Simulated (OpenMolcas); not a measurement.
**What dynamic correlation does to the levels of B+**

```json
{
  "Program": "OpenMolcas 26.06",
  "Basis": "ANO-RCC-VTZP [4s3p2d1f]",
  "Scalar Hamiltonian": "DKH2, point nucleus",
  "Active space": "2 electrons in 4 orbitals (2s 2p)",
  "State averaging": "2S+1 = 3 even, 3 roots; 2S+1 = 1 even, 7 roots kept (CI in the orbitals of an earlier block); 2S+1 = 3 odd, 3 roots; 2S+1 = 1 odd, 3 roots kept (CI in the orbitals of an earlier block)",
  "Spin-orbit coupling": "RASSI with atomic mean-field integrals over the reference wave functions, term energies averaged over their components"
}
```

Methods on the same reference wave functions:
A. CASSCF
B. SS-CASPT2, IPEA 0.25 Eh, imaginary shift 0.1 Eh (closed shells correlated: 1s)
C. MS-CASPT2, IPEA 0.25 Eh, imaginary shift 0.1 Eh (closed shells correlated: 1s)

Energies in cm-1 above 2s2 1S0, the measured ground level; measured values from NIST Handbook of Basic Atomic Spectroscopic Data.

```tsv
Level	A	B	C	Measured
2s2 1S0	0.0	0.0	0.0	0.0
2s 2p 3P* 0	36119	37002	37009	37336
2s 2p 3P* 1	36126	37010	37017	37342
2s 2p 3P* 2	36141	37025	37032	37358
2s 2p 1P* 1	83451	75279	75286	73397
2p2 3P0	98823	98905	98912	98911
2p2 3P1	98830	98912	98920	98920
2p2 3P2	98845	98927	98934	98933
2p2 1D2	111209	104435	104442	102363
2p2 1S0	141422	130797	130811	127661
```

Deviations, from unrounded energies. A percentage is the sum of absolute deviations over the sum of measured energies, with the sign that they share, or ± where signs differ.

```csv
Against measurement,Levels,A,B,C
mean absolute deviation (cm-1),9,4100,900,900
other configurations (%),9,±5.1,±1.1,±1.1
```

B, C lie about equally close to measurement and A furthest from it. The largest miss of C in the table is 2p2 1S0, by +3100 cm-1. The ranking rests on the paired levels alone, and a cruder setting can come out closer through cancelling errors.

Between B and C the level of the table that moves most is 2p2 1S0, by 14 cm-1 (lowest in B, highest in C).

The two smallest mean deviations differ by little beside CASPT2's spread within terms, so their order carries little weight.

The lowest spin-free term lies below A's lowest term by 0.033 hartree in B, 0.034 hartree in C.

Terms from blocks run as CI alone lack orbitals of their own. Without dynamic correlation excited terms often stand tens of per cent too high (terms of higher spin than the ground term too low), and those without a measured partner can miss by more than the paired ones (holds for A). Measured partners are found by configuration, term and J. A level has none where our copy of the source lacks it or the pairing is in doubt (some pairs that miss far off the trend of their configuration count as doubtful), and it then counts in no deviation. Levels of configurations outside the active space are missing.

* marks odd parity.
